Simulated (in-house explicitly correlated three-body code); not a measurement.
Results of a calculation; reference values are marked as such.
## Two electrons around a charge Z: highest levels of functionals against the exact one

The exact non-relativistic ground state comes from a variational code in 260 exponentially correlated functions, the Kohn-Sham parts from inverting its density (past Z = 6 the correlation energy is taken as exact minus Hartree-Fock, equal to within microhartrees), and self-consistent runs (Hartree-Fock is restricted) from a B-spline radial code. Z may be fractional; the second electron is bound down to Z = 0.911.

The exact Kohn-Sham level equals minus the binding energy. «Unbound» marks a run whose level isn't bound or that didn't converge.

```csv
Z,exact (eV),Hartree-Fock (eV),M06-L (eV),RPBE (eV),PBE0 (eV),wB97X (eV)
1.1,-1.9,-2.39,unbound,unbound,unbound,-2.208
1.145,-2.508,-2.991,unbound,unbound,-0.2527,-2.683
1.32,-5.405,-5.862,-1.223,-1.003,-2.296,-4.952
1.36,-6.185,-6.637,-1.783,-1.519,-2.883,-5.57
1.46,-8.327,-8.765,-3.37,-3.009,-4.543,-7.281
1.6,-11.78,-12.2,-6.034,-5.563,-7.327,-10.09
1.68,?,?,?,?,?,?
1.88,-20.29,-20.69,-12.95,-12.29,-14.5,-17.22
2.02,?,?,?,?,?,?
2.24,-34.36,-34.74,-25.02,-24.08,-26.84,-29.44
2.28,-36.15,-36.52,-26.58,-25.6,-28.43,-31.01
2.48,-45.7,-46.06,-35.03,-33.9,-37.03,-39.52
```

**Question.** What belongs in the row Z = 2.02?

**Answer.** exact (eV): -25.35; Hartree-Fock (eV): -25.73; M06-L (eV): -17.23; RPBE (eV): -16.45; PBE0 (eV): -18.88; wB97X (eV): -21.56.

**Question.** What belongs in the row Z = 1.68?

**Answer.** exact (eV): -14; Hartree-Fock (eV): -14.41; M06-L (eV): -7.79; RPBE (eV): -7.265; PBE0 (eV): -9.157; wB97X (eV): -11.92.

**Question.** Why do the levels of the functionals lie above the exact one?

**Answer.** Semilocal exchange-correlation potentials fall off faster than the exact −1/r, since they don't cancel the electron's repulsion by itself; hybrids restore a share of the tail, and range-separated ones all of it at long range. Hartree-Fock has the tail but lacks relaxation and correlation.
